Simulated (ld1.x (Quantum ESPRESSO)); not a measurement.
# What one change does to a pseudopotential (caesium (Cs), TM semilocal)

caesium, norm-conserving Troullier–Martins (semilocal form), made with ld1.x (Quantum ESPRESSO) 7.5 (PW91, scalar-relativistic). Core [Kr] 4d10 5s2, reference 5p6 5d0 6s1 6p0. Waves: 6s (bound): rc 3.85 bohr; 5d (bound, empty): rc 3.75 bohr; 5p (bound): rc 3.20 bohr. Local part: the p channel. Core correction: Bessel-smoothed model core inside 3.20 bohr.

Change: wave 5p (bound): rc 3.20 bohr becomes 5p (bound): rc 3.92 bohr.

Cutoffs: the cutoffs (Ry, on a coarse ladder) from which the occupation-weighted sum of valence levels, in a spherical-Bessel basis at the reference potential, stays within 10 and 1 mRy of its value at 400 Ry; they do not see the model core or the augmentation charge, which bear on the density cutoff. Errors are all-electron minus pseudo energies relative to the spin-unpolarised reference configuration.

Task: Predict the effect on cutoff, ghosts and configuration errors.

Result: The potential gets softer (8 Ry and 15 Ry → 8 Ry and 12 Ry); the errors of the 5 common tests hardly move; neither file shows a bound ghost at the reference potential, the only one tested. A larger radius leaves more room for a smooth pseudo-wave, so fewer plane waves are needed. A semilocal file is local in each channel, so a ghost entry of none says nothing of the separable form that plane-wave codes build from it.

```tsv
quantity	base	changed
cutoff, loose	8 Ry	8 Ry
cutoff, tight	15 Ry	12 Ry
loose cutoff by channel (10 mRy a level)	s 6 Ry, p 6 Ry	s 6 Ry, p 8 Ry
bound ghosts	none	none
tests counted (converged, no solver errors)	5 of 6	5 of 6
error for 5p6 5d0 6s0 6p0, meV [ΔE 3.89 eV]	-1.1	-1.2
error for 5p6 5d0 6s0.5 6p0, meV [ΔE 1.47 eV]	+0.3	+0.3
error for 5p5 5d0 6s1 6p0, meV [ΔE 17.92 eV]	-38	-39
error for 5p6 5d1 6s0 6p0, meV [ΔE 1.66 eV]	-2.6	-2.6
error for 5p6 5d0.5 6s0.5 6p0, meV [ΔE 0.84 eV]	-0.5	-0.5
```

Base: Tests not counted: 5p6 5d0 6s0 6p1 (solver errors, printed error -1.2 eV). Changed file: Tests not counted: 5p6 5d0 6s0 6p1 (solver errors, printed error -1.2 eV).
